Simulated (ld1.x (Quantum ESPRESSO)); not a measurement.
An all-electron radial function and its pseudo partner (Be (Z = 4))

Columns: radius, all-electron u(r) and pseudo u(r) of the 2s shell (level -5.76 eV) of beryllium in the configuration [He] 2s1.75 2p0.25; PBE, non-relativistic, PAW scheme, ld1.x (Quantum ESPRESSO) 7.5.

| r (bohr) | all-electron | pseudo |
| --- | --- | --- |
| 0.260 | 0.2472 | -0.1082 |
| 0.520 | 0.0674 | -0.2170 |
| 0.780 | -0.1662 | -0.3253 |
| 1.040 | -0.3594 | -0.4284 |
| 1.300 | -0.4978 | -0.5188 |
| 1.560 | -0.5853 | -0.5881 |
| 1.820 | -0.6288 | -0.6288 |
| 2.080 | -0.6384 | -0.6384 |
| 2.340 | -0.6234 | -0.6234 |
| 2.600 | -0.5920 | -0.5920 |
| 2.860 | -0.5505 | -0.5505 |
| 3.120 | -0.5038 | -0.5038 |
| 3.380 | -0.4553 | -0.4553 |
| 3.640 | -0.4075 | -0.4075 |
| 3.900 | -0.3619 | -0.3619 |
| 4.160 | -0.3195 | -0.3195 |
| 4.420 | -0.2807 | -0.2807 |
| 4.680 | -0.2456 | -0.2456 |
| 4.940 | -0.2141 | -0.2141 |
| 5.200 | -0.1862 | -0.1862 |
| 5.460 | -0.1614 | -0.1614 |
| 5.720 | -0.1397 | -0.1397 |
| 5.980 | -0.1205 | -0.1205 |
| 6.240 | -0.1039 | -0.1039 |
| 6.500 | -0.0893 | -0.0893 |
| 6.760 | -0.0767 | -0.0767 |

Q: How many radial nodes do the two functions have?

A: The all-electron 2s function has n − l − 1 = 1; the pseudo-wave has 0, since the states of the same l below it are removed with the core.

Q: At about which radius was the pseudo-wave matched?

A: 1.85 bohr, where the columns begin to agree (steps of 0.26 bohr).

Q: Is the pseudo-wave norm-conserving?

A: No, it belongs to a PAW set: the norm inside the radius is not constrained, and the difference is carried by the augmentation charge.
